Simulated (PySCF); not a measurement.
silacyclobutane (C₃H₈Si), SMILES C1C[SiH2]C1. Atoms are numbered in the order given.

```xyz
12

C      1.3351     0.1831     0.0000
C      0.3986    -0.1530    -1.2047
Si    -1.0615     0.0565     0.0000
C      0.3986    -0.1530     1.2047
H      2.2971    -0.3568     0.0000
H      1.5711     1.2600     0.0000
H      0.5078    -1.2057    -1.5137
H      0.5057     0.4810    -2.0965
H     -1.6499     1.4296     0.0000
H     -2.1781    -0.9372     0.0000
H      0.5078    -1.2057     1.5137
H      0.5057     0.4810     2.0965
```
Charge 0, spin multiplicity 1.

Coordinates come from a B3LYP-D3(BJ)/def2-SVP optimisation.

These are PBE/def2-TZVP (PySCF) values and carry that method's errors.

Atomic charges (e):

```json
[
 {"atom": "C1", "Löwdin": "-0.28", "meta-Löwdin": "-0.20", "Mulliken": "-0.16"},
 {"atom": "C2", "Löwdin": "-0.36", "meta-Löwdin": "-0.45", "Mulliken": "-0.31"},
 {"atom": "Si3", "Löwdin": "[?]", "meta-Löwdin": "0.56", "Mulliken": "0.19"},
 {"atom": "C4", "Löwdin": "-0.36", "meta-Löwdin": "-0.45", "Mulliken": "-0.31"},
 {"atom": "H5", "Löwdin": "[?]", "meta-Löwdin": "0.11", "Mulliken": "0.11"},
 {"atom": "H6", "Löwdin": "[?]", "meta-Löwdin": "0.11", "Mulliken": "0.10"},
 {"atom": "H7", "Löwdin": "[?]", "meta-Löwdin": "0.12", "Mulliken": "0.11"},
 {"atom": "H8", "Löwdin": "[?]", "meta-Löwdin": "0.12", "Mulliken": "0.11"},
 {"atom": "H9", "Löwdin": "-0.03", "meta-Löwdin": "-0.09", "Mulliken": "-0.03"},
 {"atom": "H10", "Löwdin": "-0.04", "meta-Löwdin": "-0.09", "Mulliken": "-0.03"},
 {"atom": "H11", "Löwdin": "[?]", "meta-Löwdin": "0.12", "Mulliken": "0.11"},
 {"atom": "H12", "Löwdin": "[?]", "meta-Löwdin": "0.12", "Mulliken": "0.11"}
]
```

### Question
What belongs in the gaps? (An estimate is asked for; the answer gives what the named calculation found.)

### Answer

- Si3, Löwdin: 0.28
- H5, Löwdin: 0.12
- H6, Löwdin: 0.14
- H7, Löwdin: 0.14
- H8, Löwdin: 0.13
- H11, Löwdin: 0.14
- H12, Löwdin: 0.13

### Question
Give the Mayer and Wiberg (Löwdin basis) orders of the bonds. (The exact figures need the calculation; the answer reports its results.)

### Answer

```
bond     Mayer  Wiberg
-------  -----  ------
C1–C2     0.98    1.20
C2–Si3    1.01    1.12
C1–C4     0.98    1.20
Si3–C4    1.01    1.12
C1–H5     0.94    0.87
C1–H6     0.96    0.85
C2–H7     0.94    0.86
C2–H8     0.95    0.89
Si3–H9    0.93    0.93
Si3–H10   0.93    0.94
C4–H11    0.94    0.86
C4–H12    0.95    0.89
```
